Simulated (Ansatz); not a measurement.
BH5S2Si. The species carries charge 0 and has multiplicity 1. The bonds changed during the relaxation, so this is another structure than the one it started from. The geometry is a stationary point of PBE0-D4/def2-TZVP. It is one conformer, not always the lowest.

```xyz
9

Si   -1.307    0.130    0.600
B     0.520   -0.483    0.039
S     0.754   -0.923   -1.797
S     1.438    0.865   -1.078
H    -1.305    0.827    1.919
H    -1.876    1.073   -0.407
H    -2.238   -1.029    0.709
H     1.302   -0.993    0.788
H     2.713    0.535   -0.773
```

(1) What is the dipole moment at B3LYP/def2-TZVPP? (An estimate is asked.)

(2) And with PBE, r2SCAN, ωB97M-V? (Estimate.)

(3) Give the Mulliken charges with B3LYP, PBE, r2SCAN in def2-TZVPP. (Estimate.)

## Answers

(1) Ansatz gave: 2.70 D, with components (2.48, 0.92, -0.55) D in this frame, pointing from negative to positive charge.

(2) Ansatz gave: PBE 2.72 D, r2SCAN 2.72 D, ωB97M-V 2.72 D.

(3) Ansatz gave: 
```json
{"atom": "Si1", "B3LYP": "0.11", "PBE": "0.05", "r2SCAN": "0.15"}
{"atom": "B2", "B3LYP": "0.03", "PBE": "0.00", "r2SCAN": "0.00"}
{"atom": "S3", "B3LYP": "-0.14", "PBE": "-0.12", "r2SCAN": "-0.13"}
{"atom": "S4", "B3LYP": "0.06", "PBE": "0.08", "r2SCAN": "0.11"}
{"atom": "H5", "B3LYP": "-0.09", "PBE": "-0.07", "r2SCAN": "-0.09"}
{"atom": "H6", "B3LYP": "-0.08", "PBE": "-0.06", "r2SCAN": "-0.09"}
{"atom": "H7", "B3LYP": "-0.08", "PBE": "-0.06", "r2SCAN": "-0.08"}
{"atom": "H8", "B3LYP": "0.04", "PBE": "0.04", "r2SCAN": "0.01"}
{"atom": "H9", "B3LYP": "0.14", "PBE": "0.14", "r2SCAN": "0.12"}
```

B3LYP here is the variant with VWN-RPA as its local correlation; programs differ in this.
